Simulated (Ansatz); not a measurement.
`[OH][Zr]([OH])([SH])[SH]`, relaxed with RKS PBE0-D4/def2-TZVP in Ansatz from a GFN2-xTB geometry. The force threshold is 0.005 eV/Å; the program also tests the step.

Total charge 0; spin multiplicity 1. Zr: def2 effective core potential.

Start:

```xyz
9

O     0.810   -1.694    0.763
Zr   -0.200   -0.216    0.347
O    -1.768    0.658    0.744
S    -0.352   -0.386   -2.103
S     1.473    1.586    0.436
H     1.161   -2.564    0.966
H    -2.587    1.050    1.054
H    -0.963    0.807   -2.177
H     2.425    0.760   -0.030
```

| step | energy (eV) | largest force (eV/Å) | largest move (Å) |
| --- | --- | --- | --- |
| 1 | -27106.8935 | 3.196 | 0.000 |
| 2 | -27107.3146 | 0.342 | 0.191 |
| 3 | -27107.3863 | 0.358 | 0.195 |
| 4 | -27107.4243 | 0.229 | 0.126 |
| 5 | -27107.4342 | 0.076 | 0.200 |
| 6 | -27107.4383 | 0.021 | 0.063 |
| 7 (rejected) | -27107.4369 | 0.076 | 0.084 |
| 8 | -27107.4396 | 0.007 | 0.042 |
| 9 (rejected) | -27107.4355 | 0.214 | 0.068 |
| 10 | -27107.4400 | 0.004 | 0.030 |
| 11 | -27107.4401 | 0.056 | 0.042 |
| 12 | -27107.4402 | 0.002 | 0.005 |

End:

```xyz
9

O     0.570   -1.757    0.753
Zr   -0.079   -0.085    0.120
O    -1.674    0.567    0.924
S    -0.376   -0.435   -2.297
S     1.560    1.710    0.500
H     0.819   -2.541    1.233
H    -2.517    0.712    1.344
H    -0.835    0.821   -2.463
H     2.531    1.008   -0.115
```

Hardware: 4 threads of an Arm Neoverse V2 on a shared host. Wall time 40 s, peak host memory 0.6 GiB.
